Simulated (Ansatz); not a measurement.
`CBN(C)C` + CH₃OH → `CBOC` + `CNC` at 500 K and 1 bar (ligand exchange at a B–N bond).

Computed with Ansatz on PBE0-D4/def2-TZVP structures; ΔE is electronic, products minus reactants. CCSD(T)/CBS adds triple-zeta CCSD(T) − MP2 to the extrapolated MP2 energy (def2 sets, frozen cores). This one scheme is used for every species. Each species was taken in one conformer, which may not be the lowest.

```tsv
species	CCSD(T)/CBS energy (Eh)	H − E (kJ/mol)	S (J/(mol·K))
`CBN(C)C`	-199.71235	398.8	407.6
CH₃OH	-115.61712	157.0	265.4
`CBOC`	-180.32625	281.1	363.5
`CNC`	-135.00321	273.8	313.8
```

H − E and S are ideal-gas, rigid-rotor, harmonic terms from PBE0-D4/def2-TZVP, for one conformer and one mirror image of each species. 1 Eh = 2625.50 kJ/mol, R = 8.31446 J/(mol·K).

Task: By hand: ΔE, ΔH, ΔS and ΔG.

Result: ΔE = (-180.32625) + (-135.00321) − (-199.71235) − (-115.61712) = 0.00001 Eh = 0.0 kJ/mol. Δ(H − E) = 281.1 + 273.8 − 398.8 − 157.0 = -0.9, so ΔH = -0.9 kJ/mol. ΔS = 363.5 + 313.8 − 407.6 − 265.4 = 4.3 J/(mol·K). ΔG = -0.9 − 500 × (4.3)/1000 = -3.0 kJ/mol.

Task: By hand: the equilibrium constant, and the temperature at which ΔG would vanish if ΔH and ΔS stayed fixed.

Result: log₁₀ K = −ΔG/(RT ln 10) = 0.3. ΔH and −TΔS have one sign here, so there is no such temperature. One of them is within its doubt of zero, so this could turn.

TΔS isn't small against ΔH here. The sign of ΔG lies within the doubt. A doubt of 5 kJ/mol in ΔE shifts log₁₀ K by 0.5 here. Other conformers and mirror images would add mixing entropy, several J/(mol·K) or more a flexible species. These are equilibria of isolated gas molecules and say nothing of rates. Largest T1 diagnostic: 0.012 (customary marks: 0.02 for closed shells, 0.045 for open ones).
